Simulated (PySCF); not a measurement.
# Shieldings and the share of exact exchange

Molecule: `BNBB(Cl)Cl`, B₃Cl₂H₄N.

Geometry:
```tsv
atom	x (Å)	y (Å)	z (Å)
B1	-0.157	1.764	0.399
N2	0.512	0.586	-0.023
B3	1.919	0.455	-0.192
B4	2.982	1.742	0.105
Cl5	3.439	2.851	-1.176
Cl6	3.726	1.945	1.681
H7	-1.359	1.768	0.514
H8	0.503	2.748	0.634
H9	-0.059	-0.231	-0.217
H10	2.350	-0.619	-0.559
```

GIAO shieldings (ppm, equivalent atoms averaged) in PySCF on the PBE0-D3(BJ)/def2-SVP geometry, basis pcSseg-2, gas phase, non-relativistic:

```tsv
functional	exact exchange (%)	σ(B4)	σ(B3)	σ(B1)	σ(N2)
BLYP	0	14.5	33.5	37.4	55.2
BP86	0	19.2	36.1	39.4	58.9
PBE	0	17.9	34.5	38.0	57.4
B3LYP	20	18.8	37.8	42.1	64.5
PBE0	25	23.2	40.3	44.4	69.5
BHandHLYP	50	26.1	44.9	49.6	77.7
HF	100	41.4	58.4	63.6	100.4
```

(1) Fit each shielding as a line in the percentage of exact exchange.

(2) What does the line predict for mPW1PW91 (25 %), and what does the run give?

## Answers

(1) σ(B4) = 16.4 + 0.24 x (rms 1.9 ppm); σ(B3) = 34.3 + 0.23 x (rms 1.0 ppm); σ(B1) = 37.9 + 0.25 x (rms 0.8 ppm); σ(N2) = 57.1 + 0.43 x (rms 1.3 ppm). The functionals also differ in their semilocal parts, which the line can't hold; Hartree–Fock has no correlation at all.

(2) σ(B4): 22.4 predicted, 23.3 computed; σ(B3): 40.0 predicted, 40.7 computed; σ(B1): 44.1 predicted, 44.8 computed; σ(N2): 67.8 predicted, 70.1 computed ppm.
